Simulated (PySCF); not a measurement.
First SCF of a structure search on singlet SnOI₂, at a hand-made trigonal pyramidal geometry. PySCF input:

```python
from pyscf import gto, scf, dft
mol = gto.M(atom='''
Sn     0.000000     0.000000     0.000000
O     -0.825600    -1.429900     0.877900
I      2.410400     0.000000     1.281700
I     -1.205200     2.087500     1.281700''',
    basis={'Sn': 'def2-SVP', 'O': 'def2-SVP', 'I': 'def2-SVP'},
    ecp={'Sn': 'def2-SVP', 'I': 'def2-SVP'},
    charge=0, spin=0)
mf = dft.RKS(mol, xc='PBE0')
mf.grids.atom_grid = (50, 194)
aux = {'Sn': 'def2-universal-JKFIT', 'O': 'def2-universal-JKFIT', 'I': 'def2-universal-JKFIT'}
mf = mf.density_fit(auxbasis=aux)
mf.conv_tol = 1e-08
mf.diis_space = 10
mf.max_cycle = 60
mf.init_guess = 'huckel'
mf.verbose = 4
mf.kernel()
```

Excerpt of the output (cycles and frontier levels):

```
init E= -884.094740640881
  HOMO = -0.196018932618695  LUMO = -0.179835466754683  gap/eV = 0.44037
cycle= 1 E= -876.705230350443  delta_E= 7.39  |g|= 3.62  |ddm|= 5.88
  HOMO = -0.128900927047895  LUMO = -0.115618163387416  gap/eV = 0.36144
cycle= 2 E= -846.729755050412  delta_E=   30  |g|= 9.43  |ddm|= 20.7
  HOMO = -0.207677243034361  LUMO = -0.16600832262429  gap/eV = 1.13387
cycle= 3 E= -880.199542018886  delta_E= -33.5  |g|=    4  |ddm|= 19.9
  HOMO = -0.209459489201717  LUMO = -0.186464834011261  gap/eV = 0.62572
cycle= 4 E= -883.552964449596  delta_E= -3.35  |g|= 2.07  |ddm|= 3.13
  HOMO = -0.24809310607658  LUMO = -0.137793769389067  gap/eV = 3.00140
cycle= 5 E= -884.261849425753  delta_E= -0.709  |g|= 1.22  |ddm|= 2.71
  HOMO = -0.274645377155741  LUMO = -0.232749445095813  gap/eV = 1.14005
cycle= 6 E= -884.681056210287  delta_E= -0.419  |g|= 0.637  |ddm|=  2.1
  HOMO = -0.25451475506989  LUMO = -0.191292997697079  gap/eV = 1.72035
... 12 lines left out ...
cycle= 13 E= -884.802304718963  delta_E= -4.89e-07  |g|= 0.000452  |ddm|= 0.00374
  HOMO = -0.284396403015794  LUMO = -0.204044201488735  gap/eV = 2.18649
cycle= 14 E= -884.802304842382  delta_E= -1.23e-07  |g|= 0.000129  |ddm|= 0.0017
  HOMO = -0.284407107823062  LUMO = -0.204051400008247  gap/eV = 2.18659
cycle= 15 E= -884.802304855089  delta_E= -1.27e-08  |g|= 3.12e-05  |ddm|= 0.000599
  HOMO = -0.284407413305951  LUMO = -0.204050752538308  gap/eV = 2.18662
cycle= 16 E= -884.802304856261  delta_E= -1.17e-09  |g|= 8.19e-06  |ddm|= 0.000187
  HOMO = -0.284408126871629  LUMO = -0.204050391767662  gap/eV = 2.18665
Extra cycle  E= -884.802304856099  delta_E= 1.61e-10  |g|= 2.93e-05  |ddm|= 5.17e-05
converged SCF energy = -884.802304856099
```

No lower solution of this spin was found by a stability analysis within the restricted form, which does not test spin polarisation.

The search for the lowest solution, with the stability check, took 6.5 s on 2 threads of a shared Intel Xeon Platinum 8259CL @ 2.50GHz (Skylake/Cascade Lake) host, with 92 basis functions; the process peaked at 0.35 GiB. Launch command: `OMP_NUM_THREADS=2 python axn.py task.json out`.
